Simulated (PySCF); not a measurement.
# Functional benchmark on one molecule

Molecule: `SCC1=CC=CO1`, C5H6OS.

Atom-mapped SMILES (the numbers label the heavy atoms): `[SH:1][CH2:2][c:3]1[cH:4][cH:5][cH:6][o:7]1`. Each H is labelled by its parent atom.

Geometry PBE0-D3(BJ)/def2-SVP throughout; GIAO in PySCF, gas phase, one conformer, non-relativistic; equivalent atoms averaged; basis pcSseg-1.

Reference values (estimated from measurements, as parent shift plus tabulated substituent increments; solution, not stated per compound (mostly CDCl3 or CCl4); Pretsch, Buehlmann, Badertscher, Structure Determination of Organic Compounds, 4th ed. (2009)): δ(H(C4)) = 6.16 ppm, δ(H(C5)) = 6.29 ppm, δ(H(C6)) = 7.33 ppm. Computed shifts are taken against TMS, calculated as an isolated molecule at each level.

Task: How do the functionals LDA, PBE, OPBE, B3LYP, PBE0, WP04, B97-2, CAM-B3LYP perform against the reference? Times are CPU seconds on shared hosts with different chips, so compare them loosely; the GGAs took longer than the global hybrids here, which isn't the general rule, and the cause wasn't traced.

Result: 
```
functional                    kind  H(C4)  H(C5)  H(C6)  mean abs. error H  core-s
       LDA                     LDA   6.21   6.40   7.20               0.10      19
       PBE                     GGA   6.13   6.31   7.20               0.06      20
      OPBE                     GGA   6.21   6.38   7.27               0.07      25
     B3LYP           global hybrid   6.15   6.33   7.22               0.05      13
      PBE0           global hybrid   6.26   6.43   7.30               0.09      16
      WP04           global hybrid   6.05   6.20   7.10               0.14      15
     B97-2           global hybrid   6.20   6.37   7.27               0.06      15
 CAM-B3LYP  range-separated hybrid   6.22   6.41   7.27               0.08      21
```

For ¹H the closest is B3LYP (0.05 ppm, with PBE, B97-2, OPBE, CAM-B3LYP practically level) and the furthest WP04 (0.14 ppm). One molecule is a small sample, and vibrational and solvent effects are absent from the calculation.
